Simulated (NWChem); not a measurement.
System: C2H7FOSi; SMILES CCO[SiH2]F

The following NWChem deck was run.

```
start job
memory heap 200 mb stack 900 mb global 1100 mb
geometry units angstroms noautoz
  Si     0.520226     1.231425    -0.018724
  F     -0.853226     2.095913    -0.050353
  O      0.219969    -0.319758     0.435401
  C     -0.448863    -1.299694    -0.332193
  C     -0.115339    -2.673864     0.197294
  H      1.072612     1.277566    -1.401119
  H      1.413393     1.813380     1.008342
  H     -0.157287    -1.219121    -1.397586
  H     -1.538569    -1.123946    -0.283066
  H     -0.416362    -2.763171     1.251556
  H     -0.639381    -3.449194    -0.381697
  H      0.966747    -2.862202     0.133787
end
basis spherical
  * library 6-31g*
end
dft
  xc r2scan0
  iterations 150
  mulliken
end
task dft energy
```

NWChem printed, in part:

```
             Northwest Computational Chemistry Package (NWChem) 7.3.0
             --------------------------------------------------------

 C1  symmetry detected

                             Geometry "geometry" -> ""
                             -------------------------

 Output coordinates in angstroms (scale by  1.889725989 to convert to a.u.)

  No.       Tag          Charge          X              Y              Z
 ---- ---------------- ---------- -------------- -------------- --------------
    1 Si                  14.0000     0.53300586     1.20556412    -0.10950685
    2 F                    9.0000    -0.81782120     2.06773046     0.14865155
    3 O                    8.0000     0.32150526    -0.35786860     0.35255170
    4 C                    6.0000    -0.48643923    -1.31824141    -0.29684888
    5 C                    6.0000    -0.06100898    -2.70542924     0.12107093
    6 H                    1.0000     0.80729186     1.28993619    -1.57098684
    7 H                    1.0000     1.61003976     1.76160351     0.74025879
    8 H                    1.0000    -0.40650754    -1.20849962    -1.39600240
    9 H                    1.0000    -1.54542851    -1.14614245    -0.03287231
   10 H                    1.0000    -0.15239244    -2.82362280     1.21090500
   11 H                    1.0000    -0.68972653    -3.46603042    -0.36594786
   12 H                    1.0000     0.98767939    -2.88974358    -0.15586837

 Effective nuclear repulsion energy (a.u.)     244.1113863898

                                 NWChem DFT Module
                                 -----------------

 Summary of "ao basis" -> "ao basis" (spherical)
 ------------------------------------------------------------------------------
       Tag                 Description            Shells   Functions and Types
 ---------------- ------------------------------  ------  ---------------------
 Si                          6-31g*                  8       18   4s3p1d
 F                           6-31g*                  6       14   3s2p1d
 O                           6-31g*                  6       14   3s2p1d
 C                           6-31g*                  6       14   3s2p1d
 H                           6-31g*                  2        2   2s

            General Information
            -------------------
          SCF calculation type: DFT
          Wavefunction type:  closed shell.
          No. of atoms     :    12
          No. of electrons :    50
           Alpha electrons :    25
            Beta electrons :    25
          Charge           :     0
          Spin multiplicity:     1
          Use of symmetry is: off; symmetry adaption is: off
          Maximum number of iterations: 150
          AO basis - number of functions:    88
                     number of shells:    46
          Convergence on energy requested:  1.00D-06
          Convergence on density requested:  1.00D-05
          Convergence on gradient requested:  5.00D-04

              XC Information
              --------------
                     r^2SCAN0 Method XC Functional
                     Hartree-Fock (Exact) Exchange  0.250
               r^2SCAN metaGGA Exchange Functional  0.750
                     r^2SCAN Correlation Potential  1.000

             Grid Information
             ----------------
          Grid used for XC integration:  medium
          Radial quadrature: Mura-Knowles
          Angular quadrature: Lebedev.
          Tag              B.-S. Rad. Rad. Pts. Rad. Cut. Ang. Pts.
          ---              ---------- --------- --------- ---------
          Si                  1.10       88          11.0       590
          F                   0.50       49          13.0       434
          O                   0.60       49           9.0       434
          C                   0.70       49          12.0       434
          H                   0.35       45          13.0       434
          Grid pruning is: on
          Number of quadrature shells:   599
          Spatial weights used:  Erf1

      Superposition of Atomic Density Guess
      -------------------------------------

 Sum of atomic energies:        -541.75212785

      Non-variational initial energy
      ------------------------------

 Total energy =    -543.895149
 1-e energy   =   -1232.703022
 2-e energy   =     444.696486
 HOMO         =      -0.359438
 LUMO         =       0.077912

     ---------------------------------------------
      Total Density - Mulliken Population Analysis
     ---------------------------------------------

    Atom       Charge   Shell Charges
 -----------   ------   -------------------------------------------------------
    1 Si  14    12.75   2.00  2.00  5.97  0.85  1.23  0.24  0.25  0.22
    2 F    9     9.63   2.00  0.95  3.48  1.00  2.19  0.01
    3 O    8     8.84   2.00  0.93  3.10  0.89  1.91  0.02
    4 C    6     5.96   2.00  0.69  1.76  0.57  0.87  0.06
    5 C    6     6.70   2.00  0.72  2.06  0.67  1.22  0.03
    6 H    1     1.09   0.47  0.62
    7 H    1     1.08   0.47  0.61
    8 H    1     0.82   0.48  0.34
    9 H    1     0.82   0.48  0.33
   10 H    1     0.78   0.47  0.31
   11 H    1     0.77   0.46  0.31
   12 H    1     0.78   0.47  0.31

   convergence    iter        energy       DeltaE   RMS-Dens  Diis-err
 ---------------- ----- ----------------- --------- --------- ---------
 d= 0,ls=0.0,diis     1   -544.7772383093 -7.89D+02  1.22D-02  7.25D-01
 d= 0,ls=0.0,diis     2   -544.7693921383  7.85D-03  6.18D-03  1.01D+00
 d= 0,ls=0.0,diis     3   -544.8586651685 -8.93D-02  9.26D-04  1.39D-02
 d= 0,ls=0.0,diis     4   -544.8596721719 -1.01D-03  3.79D-04  2.03D-03
 d= 0,ls=0.0,diis     5   -544.8598771511 -2.05D-04  9.32D-05  2.13D-04
  Resetting Diis
 d= 0,ls=0.0,diis     6   -544.8598966670 -1.95D-05  2.07D-05  7.74D-06
 d= 0,ls=0.0,diis     7   -544.8598973594 -6.92D-07  1.05D-05  7.04D-07
 d= 0,ls=0.0,diis     8   -544.8598973469  1.24D-08  5.39D-06  8.91D-07

         Total DFT energy =     -544.859897346940
      One electron energy =    -1236.733769266237
           Coulomb energy =      501.148195014241
    Exchange-Corr. energy =      -53.385709484752
 Nuclear repulsion energy =      244.111386389808

 Numeric. integr. density =       50.000005932558

                       DFT Final Molecular Orbital Analysis
                       ------------------------------------

 Vector   23  Occ=2.000000D+00  E=-3.618015D-01
              MO Center=  4.8D-01,  5.2D-01, -8.6D-02, r^2= 4.9D+00
   Bfn.  Coefficient  Atom+Function         Bfn.  Coefficient  Atom+Function
  ----- ------------  ---------------      ----- ------------  ---------------
    78      0.276638   7 H  s                 9      0.244806   1 Si pz
    76     -0.229206   6 H  s                23     -0.206975   2 F  pz
    77      0.206209   7 H  s                75     -0.165343   6 H  s
    27     -0.160693   2 F  pz               64     -0.151231   5 C  py
    51     -0.147773   4 C  pz               50      0.137740   4 C  py

 Vector   24  Occ=2.000000D+00  E=-3.349670D-01
              MO Center=  2.4D-01, -3.2D-01, -2.3D-02, r^2= 3.2D+00
   Bfn.  Coefficient  Atom+Function         Bfn.  Coefficient  Atom+Function
  ----- ------------  ---------------      ----- ------------  ---------------
    37      0.275940   3 O  pz               35      0.266473   3 O  px
    36     -0.229137   3 O  py               39      0.203916   3 O  px
    41      0.201054   3 O  pz               76      0.197519   6 H  s
    64     -0.192969   5 C  py                9     -0.166435   1 Si pz
    40     -0.161831   3 O  py               78     -0.156850   7 H  s

 Vector   25  Occ=2.000000D+00  E=-3.170259D-01
              MO Center= -3.7D-02, -5.9D-01, -1.6D-02, r^2= 2.3D+00
   Bfn.  Coefficient  Atom+Function         Bfn.  Coefficient  Atom+Function
  ----- ------------  ---------------      ----- ------------  ---------------
    37     -0.352313   3 O  pz               35      0.335886   3 O  px
    41     -0.282325   3 O  pz               39      0.264849   3 O  px
    82      0.195352   9 H  s                80     -0.191783   8 H  s
    81      0.176542   9 H  s                51      0.162565   4 C  pz
    76     -0.162072   6 H  s                49     -0.158790   4 C  px

 Vector   26  Occ=0.000000D+00  E= 5.921156D-02
              MO Center=  7.4D-01,  1.2D+00, -2.2D-01, r^2= 4.2D+00
   Bfn.  Coefficient  Atom+Function         Bfn.  Coefficient  Atom+Function
  ----- ------------  ---------------      ----- ------------  ---------------
    12      0.849479   1 Si py               11     -0.504672   1 Si px
    38      0.430550   3 O  s                24     -0.402592   2 F  s
     8      0.305522   1 Si py               66      0.223346   5 C  s
     7     -0.211993   1 Si px               55     -0.198973   4 C  pz
    80     -0.172250   8 H  s                39      0.167844   3 O  px

 Vector   27  Occ=0.000000D+00  E= 6.988528D-02
              MO Center=  4.4D-02,  7.3D-01, -7.7D-02, r^2= 4.6D+00
   Bfn.  Coefficient  Atom+Function         Bfn.  Coefficient  Atom+Function
  ----- ------------  ---------------      ----- ------------  ---------------
    11      0.775133   1 Si px               38      0.545300   3 O  s
    52      0.527098   4 C  s                12      0.523688   1 Si py
    78     -0.301976   7 H  s                13     -0.292239   1 Si pz
    82     -0.273861   9 H  s                24      0.271725   2 F  s
     7      0.244001   1 Si px               10     -0.234159   1 Si s

 Vector   28  Occ=0.000000D+00  E= 1.271884D-01
              MO Center= -1.1D-01, -1.0D+00, -3.9D-01, r^2= 6.1D+00
   Bfn.  Coefficient  Atom+Function         Bfn.  Coefficient  Atom+Function
  ----- ------------  ---------------      ----- ------------  ---------------
    52      1.499591   4 C  s                80     -0.963022   8 H  s
    66      0.910605   5 C  s                88     -0.686823  12 H  s
    13      0.625089   1 Si pz               82     -0.624264   9 H  s
    84     -0.481242  10 H  s                78     -0.456388   7 H  s
    86     -0.432513  11 H  s                38     -0.424755   3 O  s

     ---------------------------------------------
      Total Density - Mulliken Population Analysis
     ---------------------------------------------

    Atom       Charge   Shell Charges
 -----------   ------   -------------------------------------------------------
    1 Si  14    12.99   2.00  2.00  5.97  0.87  1.55  0.12  0.16  0.33
    2 F    9     9.45   2.00  0.93  3.30  1.03  2.17  0.01
    3 O    8     8.62   2.00  0.89  2.93  0.95  1.84  0.02
    4 C    6     6.05   2.00  0.67  2.00  0.54  0.77  0.07
    5 C    6     6.55   2.00  0.66  2.10  0.68  1.08  0.03
    6 H    1     1.13   0.51  0.63
    7 H    1     1.11   0.51  0.61
    8 H    1     0.84   0.53  0.31
    9 H    1     0.82   0.53  0.29
   10 H    1     0.80   0.52  0.29
   11 H    1     0.82   0.52  0.30
   12 H    1     0.81   0.52  0.29

     -------------------------------------------
      Total Density - Lowdin Population Analysis
     -------------------------------------------

    Atom       Charge   Shell Charges
 -----------   ------   -------------------------------------------------------
    1 Si  14    13.37   2.00  1.97  5.88  0.61  1.45  0.35  0.61  0.49
    2 F    9     9.30   1.99  0.93  3.18  0.86  2.32  0.02
    3 O    8     8.37   1.99  0.84  2.79  0.66  2.04  0.04
    4 C    6     6.10   1.99  0.53  1.81  0.41  1.22  0.15
    5 C    6     6.40   1.99  0.56  1.91  0.44  1.44  0.07
    6 H    1     1.07   0.51  0.57
    7 H    1     1.06   0.51  0.55
    8 H    1     0.88   0.51  0.37
    9 H    1     0.87   0.51  0.36
   10 H    1     0.85   0.49  0.36
   11 H    1     0.86   0.49  0.37
   12 H    1     0.86   0.49  0.37

     Multipole analysis of the density
     ---------------------------------

     L   x y z        total         alpha         beta         nuclear
     -   - - -        -----         -----         ----         -------
     0   0 0 0     -0.000000    -25.000000    -25.000000     50.000000

     1   1 0 0      0.136758      0.068379      0.068379     -0.000000
     1   0 1 0     -0.528986     -0.264493     -0.264493     -0.000000
     1   0 0 1     -0.391444     -0.195722     -0.195722      0.000000

     2   2 0 0    -27.867609    -48.819203    -48.819203     69.770798
     2   1 1 0      2.625699     -5.473929     -5.473929     13.573557
     2   1 0 1     -0.141225     -0.558745     -0.558745      0.976265
     2   0 2 0    -27.747991   -281.832920   -281.832920    535.917849
     2   0 1 1      0.195157      0.823650      0.823650     -1.452143
     2   0 0 2    -28.002128    -29.299782    -29.299782     30.597436
```

Level: r2SCAN0/6-31G* (spherical d). All runs use the structure optimised with PBE0/def2-SVP. No frequency run checked for a minimum.
